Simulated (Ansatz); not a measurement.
Basis-set series for C₂H₈Se₂Si, SMILES `C[SiH2][Se][Se]C`. Charge 0, multiplicity 1. All single points use the PBE0-D4/def2-TZVP geometry. It is one conformer, not always the lowest.

```csv
functional,basis,functions,energy (Eh),HOMO (eV),LUMO (eV)
PBE0-D4,def2-TZVPP,312,-5172.94281,-6.46,-1.37
PBE0-D4,def2-QZVPP,602,-5173.05877,-6.47,-1.41
ωB97M-V,def2-TZVPP,312,-5173.37331,-8.58,0.55
ωB97M-V,def2-QZVPP,602,-5173.48540,-8.59,0.45
```

(1) Give the rows for def2-SVP. (Best estimate.)

## Answers

(1) Ansatz gave: 
| functional | basis | functions | energy (Eh) | HOMO (eV) | LUMO (eV) |
| --- | --- | --- | --- | --- | --- |
| PBE0-D4 | def2-SVP | 150 | -5172.16000 | -6.40 | -1.24 |
| ωB97M-V | def2-SVP | 150 | -5172.58516 | -8.50 | 0.80 |

Positive LUMOs are unbound and depend on the basis. Scalar relativity is left out up to krypton.
